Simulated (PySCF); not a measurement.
Job for PySCF: D3(BJ) and D4 dispersion corrections on CH7FSi2 (SMILES F[SiH2]C[SiH3]).

```python
from pyscf import gto
from pyscf.dispersion import dftd3, dftd4

mol = gto.M(
    atom='''
    F    -1.89435212    1.23923834    0.58195357
    Si   -1.58179922   -0.21796609   -0.02786137
    C     0.14406023   -0.23618980   -0.71502871
    Si    1.49983262    0.33319101    0.46023849
    H    -2.59743410   -0.47748866   -1.07161898
    H    -1.71888111   -1.19786883    1.07141497
    H     0.18124846    0.37540236   -1.62139135
    H     0.36261443   -1.26614614   -1.01973678
    H     2.83390851    0.09280605   -0.13986364
    H     1.41142013   -0.42244530    1.73257524
    H     1.35938217    1.77746706    0.74931857
    ''',
    basis='def2-svp',
    charge=0, spin=0, verbose=0, max_memory=1800)
d3, d4 = {}, {}
for xc in ['hf', 'pbe', 'blyp', 'revpbe', 'tpss', 'r2scan', 'b3lyp', 'pbe0', 'bhlyp', 'camb3lyp', 'b2plyp']:
    d3[xc] = float(dftd3.DFTD3Dispersion(mol, xc=xc, version='d3bj', atm=False).get_dispersion()['energy'])
    print(f'D3(BJ) {xc:10s} {d3[xc]:14.8f} Eh')
for xc in ['hf', 'pbe', 'blyp', 'revpbe', 'tpss', 'r2scan', 'b3lyp', 'pbe0', 'bhlyp', 'camb3lyp', 'b2plyp']:
    d4[xc] = float(dftd4.DFTD4Dispersion(mol, xc={'camb3lyp': 'cam-b3lyp'}.get(xc, xc), atm=True).get_dispersion()['energy'])
    print(f'D4     {xc:10s} {d4[xc]:14.8f} Eh')
```

It printed:

```
D3(BJ) hf            -0.06589036 Eh
D3(BJ) pbe           -0.00849019 Eh
D3(BJ) blyp          -0.01861776 Eh
D3(BJ) revpbe        -0.02074651 Eh
D3(BJ) tpss          -0.01090128 Eh
D3(BJ) r2scan        -0.00239356 Eh
D3(BJ) b3lyp         -0.01535846 Eh
D3(BJ) pbe0          -0.00755416 Eh
D3(BJ) bhlyp         -0.01254429 Eh
D3(BJ) camb3lyp      -0.00715010 Eh
D3(BJ) b2plyp        -0.00745809 Eh
D4     hf            -0.02842353 Eh
D4     pbe           -0.00824775 Eh
D4     blyp          -0.01804149 Eh
D4     revpbe        -0.02426384 Eh
D4     tpss          -0.01111240 Eh
D4     r2scan        -0.00200257 Eh
D4     b3lyp         -0.01332855 Eh
D4     pbe0          -0.00697910 Eh
D4     bhlyp         -0.01043215 Eh
D4     camb3lyp      -0.00710577 Eh
D4     b2plyp        -0.00574817 Eh
```

The run finished.

Cost: around 0.03 core-seconds (rough).
